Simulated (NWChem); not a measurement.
# PbBrCl, singlet; SMILES [Cl][Pb][Br]

```xyz
3

Pb    -0.4845     0.5055     0.0000
Cl     1.7014     1.6831     0.0000
Br     0.3088    -2.0017     0.0000
```
Atoms are numbered in this order, from 1.

Low-valent species are run as closed-shell singlets; no triplet was tried in these runs. All runs use the structure optimised with PBE0/def2-SVP. Not confirmed as a minimum by frequencies. def2 effective core potentials on Pb; no spin-orbit coupling.

Symmetry labels are those of Cs in the frame above (b1 and b2, or b-type labels, depend on it).

**Question.** List the 4 lowest vertical singlet excitations from PBE0/def2-SVPD with def2 effective core potentials on Pb, TDA (NWChem).

**Answer.** 
| state | energy (eV) | oscillator strength | symmetry | leading excitation (squared amplitude) |
|---|---|---|---|---|
| S1 | 3.53 | 0.003 | a" | HOMO → LUMO (0.96) |
| S2 | 3.73 | 0.006 | a" | HOMO−1 → LUMO (0.96) |
| S3 | 4.14 | 0.030 | a' | HOMO−2 → LUMO (0.91) |
| S4 | 4.58 | 0.009 | a" | HOMO−4 → LUMO (0.99) |
